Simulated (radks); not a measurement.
Problem. Calculated with a radial shooting solver on a logarithmic mesh with Libxc functionals: scalar-relativistic Kohn-Sham, LDA (Slater exchange, VWN5 correlation), spin-unpolarised, spherical densities, finite nucleus; Fermi nuclear charge, rms radius of each element as measured or else 0.836 A^(1/3) + 0.57 fm. Response by self-consistent Sternheimer equations with the Hartree and adiabatic LDA kernel, the relativistic mass of each level held fixed and spin-orbit coupling left out. Rank B+, Be, F5+, Mg8+, O4+, N3+, C2+, Ne6+ (NIST ground configurations) by static dipole polarisability, largest first.

Solution. Be 43.77, B+ 10.77, C2+ 4.249, N3+ 2.102, O4+ 1.191, F5+ 0.7387, Ne6+ 0.4891, Mg8+ 0.2458 bohr^3.
